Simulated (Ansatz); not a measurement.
Steps of a relaxation of CH$_{3}$GeNS, SMILES `S=[C]1[NH][GeH2]1` with RKS PBE0-D4/def2-TZVP.

```sh
$ ansatz run in.yaml --threads 2 --pin off --events-out ev --progress --plain --max-ram 4352MiB
```

```yaml
crystal:
  periodic: [false, false, false]
  atoms:
    - {symbol: S, position_ang: [-1.571669, -2.125509, 0.576543]}
    - {symbol: C, position_ang: [-0.569464, -0.903540, 0.237512]}
    - {symbol: N, position_ang: [0.702674, -0.563579, 0.116582]}
    - {symbol: Ge, position_ang: [-0.260020, 1.062978, -0.274257]}
    - {symbol: H, position_ang: [1.515895, -1.180597, 0.253472]}
    - {symbol: H, position_ang: [0.153891, 2.140636, 0.772726]}
    - {symbol: H, position_ang: [0.089994, 1.501712, -1.728279]}
basis:
  gaussian: {orbitals: def2-TZVP}
hamiltonian: {xc: pbe0, dispersion: d4}
relax: {f_tol: 0.005, max_steps: 150}
```

Positions (Å) and forces (eV/Å) along the path, 9 of 9 steps:

```xyz
7
step=1 energy=-69915.3882 eV
S    -1.572   -2.126    0.577    0.417    0.518   -0.143
C    -0.569   -0.904    0.238    0.524    0.211   -0.072
N     0.703   -0.564    0.117   -0.522   -0.273    0.086
Ge   -0.260    1.063   -0.274    0.417   -0.504    0.118
H     1.516   -1.181    0.253   -0.540    0.335   -0.072
H     0.154    2.141    0.773   -0.153   -0.201   -0.187
H     0.090    1.502   -1.728   -0.143   -0.086    0.269
7
step=2 energy=-69915.4314 eV
S    -1.567   -2.087    0.566    0.178    0.136   -0.040
C    -0.552   -0.886    0.232   -0.065    0.263   -0.064
N     0.714   -0.568    0.117   -0.057    0.013   -0.002
Ge   -0.231    1.052   -0.272    0.160   -0.450    0.111
H     1.508   -1.191    0.257   -0.138    0.106   -0.024
H     0.127    2.125    0.776   -0.041   -0.052   -0.062
H     0.062    1.487   -1.722   -0.037   -0.016    0.082
7
step=3 energy=-69915.4435 eV
S    -1.564   -2.061    0.559    0.001   -0.111    0.029
C    -0.547   -0.866    0.227   -0.274    0.099   -0.021
N     0.721   -0.564    0.116    0.213   -0.062    0.012
Ge   -0.219    1.031   -0.267    0.099    0.042   -0.014
H     1.506   -1.191    0.256    0.029   -0.003    0.000
H     0.114    2.109    0.774   -0.033    0.022    0.015
H     0.050    1.474   -1.712   -0.035    0.012   -0.022
7
step=4 energy=-69915.4451 eV
S    -1.554   -2.055    0.557   -0.027   -0.082    0.021
C    -0.545   -0.852    0.223   -0.147    0.181   -0.039
N     0.736   -0.578    0.120   -0.056    0.149   -0.038
Ge   -0.173    1.033   -0.269   -0.104   -0.191    0.054
H     1.495   -1.227    0.267    0.218   -0.085    0.016
H     0.084    2.124    0.774    0.058    0.025    0.041
H     0.018    1.487   -1.718    0.058    0.003   -0.055
7
step=5 energy=-69915.4485 eV
S    -1.557   -2.061    0.559   -0.002   -0.041    0.010
C    -0.551   -0.854    0.224   -0.058    0.079   -0.018
N     0.729   -0.571    0.118   -0.006   -0.019    0.005
Ge   -0.191    1.031   -0.268    0.009   -0.029    0.007
H     1.501   -1.212    0.262    0.049    0.006   -0.003
H     0.097    2.118    0.777    0.004    0.001   -0.004
H     0.032    1.480   -1.719    0.004    0.003    0.002
7
step=6 energy=-69915.4489 eV
S    -1.556   -2.063    0.560   -0.001   -0.015    0.004
C    -0.554   -0.852    0.224   -0.008    0.027   -0.007
N     0.728   -0.571    0.118   -0.013   -0.034    0.009
Ge   -0.190    1.030   -0.267    0.013    0.005   -0.002
H     1.502   -1.211    0.262    0.012    0.017   -0.005
H     0.098    2.118    0.776   -0.002    0.001    0.002
H     0.033    1.481   -1.718   -0.002    0.000   -0.002
7
step=7 energy=-69915.4489 eV
S    -1.558   -2.064    0.560    0.005   -0.006    0.001
C    -0.557   -0.852    0.224   -0.003    0.023   -0.005
N     0.726   -0.572    0.119    0.022   -0.024    0.005
Ge   -0.186    1.029   -0.267   -0.021    0.027   -0.006
H     1.504   -1.207    0.261   -0.005   -0.004    0.001
H     0.098    2.119    0.777    0.001   -0.009   -0.005
H     0.033    1.480   -1.718    0.001   -0.006    0.009
7
step=8 energy=-69915.4489 eV rejected
S    -1.554   -2.066    0.560    0.006    0.032   -0.007
C    -0.557   -0.849    0.223    0.021   -0.060    0.010
N     0.727   -0.572    0.118   -0.044    0.033   -0.005
Ge   -0.189    1.031   -0.267    0.029   -0.002    0.001
H     1.502   -1.209    0.261    0.003   -0.008    0.002
H     0.099    2.118    0.777   -0.007    0.003    0.000
H     0.034    1.480   -1.718   -0.008    0.003   -0.001
7
step=9 energy=-69915.4490 eV
S    -1.556   -2.064    0.560    0.001    0.000    0.000
C    -0.556   -0.851    0.223    0.001    0.002    0.000
N     0.727   -0.572    0.119    0.001   -0.001    0.000
Ge   -0.187    1.030   -0.267   -0.001    0.001    0.000
H     1.503   -1.209    0.261   -0.002   -0.001    0.000
H     0.098    2.118    0.777    0.000   -0.001    0.000
H     0.033    1.480   -1.718    0.000    0.000    0.000
```

Hardware: 2 threads of an Arm Neoverse V1 on a shared host. Wall time 47 s, peak host memory 0.41 GiB.
